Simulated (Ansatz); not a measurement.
`C[O][Nb](=[NH])([OH])[F]` and `[NH]=[Nb]([OH])([OH])[F]` differ in one atom or group.

Ansatz, PBE0-D4/def2-TZVP geometries, multiplicity 1. Each molecule was computed in one conformer, which needn't be the lowest.

Elements past krypton have def2 core potentials.

| property | `C[O][Nb](=[NH])([OH])[F]` |
| --- | --- |
| HOMO energy (PBE/def2-TZVPP) / eV | -6.61 |
| size of the dipole moment (ωB97M-V/def2-TZVPP) / D | 2.85 |
| size of the dipole moment (B3LYP/def2-TZVPP) / D | 2.90 |
| HOMO energy (ωB97M-V/def2-TZVPP) / eV | -10.38 |
| HOMO–LUMO gap (ωB97M-V/def2-TZVPP) / eV | 11.24 |
| HOMO energy (B3LYP/def2-TZVPP) / eV | -7.78 |

(1) What does the change do to each property? (Best estimate.)

Answers

(1) Ansatz gave: 
```json
{"property": "HOMO energy (PBE/def2-TZVPP) / eV", "`[NH]=[Nb]([OH])([OH])[F]`": "-6.76", "shift": "-0.15"}
{"property": "size of the dipole moment (ωB97M-V/def2-TZVPP) / D", "`[NH]=[Nb]([OH])([OH])[F]`": "2.89", "shift": "0.04"}
{"property": "size of the dipole moment (B3LYP/def2-TZVPP) / D", "`[NH]=[Nb]([OH])([OH])[F]`": "2.91", "shift": "0.01"}
{"property": "HOMO energy (ωB97M-V/def2-TZVPP) / eV", "`[NH]=[Nb]([OH])([OH])[F]`": "-10.54", "shift": "-0.16"}
{"property": "HOMO–LUMO gap (ωB97M-V/def2-TZVPP) / eV", "`[NH]=[Nb]([OH])([OH])[F]`": "11.29", "shift": "0.05"}
{"property": "HOMO energy (B3LYP/def2-TZVPP) / eV", "`[NH]=[Nb]([OH])([OH])[F]`": "-7.94", "shift": "-0.16"}
```

Dipoles are sizes alone; their direction can turn.

B3LYP here is the variant with VWN-RPA as its local correlation; programs differ in this.
